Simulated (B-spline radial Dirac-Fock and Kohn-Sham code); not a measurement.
**Dipole and non-dipole photoemission parameters of Co³⁺ 2p3/2**

System: Co³⁺, configuration 1s2 2s2 2p6 3s2 3p6 3d6; threshold 834.2 eV (orbital energy of the model). The computed values come from a B-spline atomic structure program: Dirac-Hartree-Slater photoionisation with a Latter tail; cross sections with all multipoles, angular parameters from the dipole term and its interference with E2.

Input of the calculation (task.json; shells as n, l, electrons):

```json
{"items": [{
  "Z": 27,
  "q": 3,
  "cfg": [[1, 0, 2], [2, 0, 2], [2, 1, 6], [3, 0, 2], [3, 1, 6], [3, 2, 6]],
  "A": 59,
  "rrms": 3.7875,
  "do": "xps",
  "hv": [60, 73.4, 90.9, 95.5, 100, 186.0, 200, 300, 380.0, 512.0, 958.0, 1000, 1290.0, 1486.9, 2030.0, 2470.0, 2660.0, 2760.0, 3720.0, 4190.0, 5270.0, 5580.0, 6000, 6320.0, 7020.0, 8240.0, 8470.0, 9410.0, 9760.0, 15000]
}]}
```

Command: `python xray2_run.py task.json out`

For linearly polarised light dσ/dΩ = σ/(4π) [1 + β P₂(cos θ) + (δ + γ cos²θ) sin θ cos φ], with θ from the polarisation vector and φ the angle between the beam and the projection of the electron momentum on the plane normal to the polarisation.

```csv
hν (eV),σ (kb),β,γ,δ
958,539,1.205,-0.102,0.010
1000,481,1.274,-0.080,0.012
1290,252,1.446,0.104,0.021
1486.9,172,1.468,0.216,0.025
2030,72.0,1.442,0.459,0.034
2470,40.6,1.396,0.608,0.043
2660,32.6,1.373,0.663,0.047
2760,29.1,1.361,0.689,0.049
3720,11.7,1.250,0.897,0.069
4190,8.06,1.199,0.976,0.080
5270,3.86,1.093,1.116,0.104
5580,3.21,1.065,1.148,0.111
6000,2.53,1.029,1.188,0.121
6320,2.13,1.004,1.216,0.128
7020,1.51,0.951,1.272,0.143
8240,0.879,0.870,1.350,0.170
8470,?,?,?,?
9410,0.559,0.803,1.410,0.195
9760,0.493,0.785,1.426,0.202
15000,0.110,0.574,1.587,0.303
```

Question: Give the values at 8470 eV.

Answer: σ = 0.800 kb, β = 0.856, γ = 1.363, δ = 0.175.
